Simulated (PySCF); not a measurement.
PySCF input file for Al(H) cation (AlH), SMILES [AlH] (connectivity only; charge and spin as stated), charge +1, multiplicity 2, PBE-D3(BJ)/def2-TZVPD. Coordinates come from a PBE-D3(BJ)/def2-TZVPD optimisation. The spin state was assumed, not searched.

```python
import numpy as np
from pyscf import gto, scf, dft, df
from pyscf.hessian import thermo

mol = gto.M(
    atom='''
    Al    0.00000000    0.00000000   -0.11700467
    H     0.00000000    0.00000000    1.52106069
    ''',
    basis='def2-TZVPD',
    charge=1,
    spin=1,
    max_memory=1600,
    verbose=3,
)
mf = dft.UKS(mol, xc='pbe').density_fit(auxbasis='def2-universal-jkfit')
mf.disp = 'd3bj'
mf.grids.level = 3
mf.conv_tol = 1e-11
mf.max_cycle = 100
mf.kernel()
fine, coarse = mf.grids, dft.Grids(mol).set(level=1).build(with_non0tab=True)
for _ in range(3):  # follow internal instabilities
    mf.grids = coarse
    mo, _, stable, _ = mf.stability(return_status=True, nroots=4)
    mf.grids = fine
    if stable:
        break
    mf.kernel(mf.make_rdm1(mo, mf.mo_occ))

# [left out here: the lines that compute and print the analytic Hessian (its translational invariance restored by hand, since the grid's response is missing), thermochemistry and intensities]
```

Program output:

```

WARN: HOMO -0.195202597599916 >= LUMO -0.195202597599915

converged SCF energy = -242.539627785722  <S^2> = 0.75584741  2S+1 = 2.0058389
<class 'pyscf.df.df_jk.DFUKS'> wavefunction is stable in the internal stability analysis

WARN: DFTD3 does not support analytical Hessian, using finite difference


WARN: Mole.unit (angstrom) is changed to Bohr

Mode                                 0
Irrep
Freq [cm^-1]                     1580.6902
Reduced mass [au]                   1.0442
Force const [Dyne/A]                1.5372
Char temp [K]                    2274.2613
Normal mode                   x     y     z
       0  Al                 0.00  0.00 -0.04
       1   H                 0.00  0.00  0.98
temperature 298.1500 [K]
pressure 101325.00 [Pa]
Rotational constants [GHz] inf 193.83100 193.83100
Symmetry number 1
Zero-point energy (ZPE) 0.00360 [Eh]   9454.627 [J/mol]
                           tot       elec      trans        rot        vib
Entropy [J/mol/K]       193.241      5.763    150.299     37.143      0.035
Cv [J/mol/K]             21.022      0.000     12.472      8.314      0.236
Cp [J/mol/K]             29.336      0.000     20.786      8.314      0.236
Internal energy [J/mol]                      3718.434   2478.956   9463.834
Internal energy [Eh]   -242.53366  -242.53963
Enthalpy [J/mol]                             6197.391   2478.956   9463.834
Enthalpy [Eh]          -242.53272
Gibbs free energy [J/mol]                  -38614.370  -8595.339   9453.420
Gibbs free energy [Eh] -242.55466
mode   freq/cm-1   IR/(km/mol)
   1     1580.69        18.321
max |gradient| / (hartree/bohr): 3.191219676531648e-05
APT charges: [0.9412 0.0588]
```

The calculation finished and met its thresholds.

Cost: roughly 7 core-seconds.
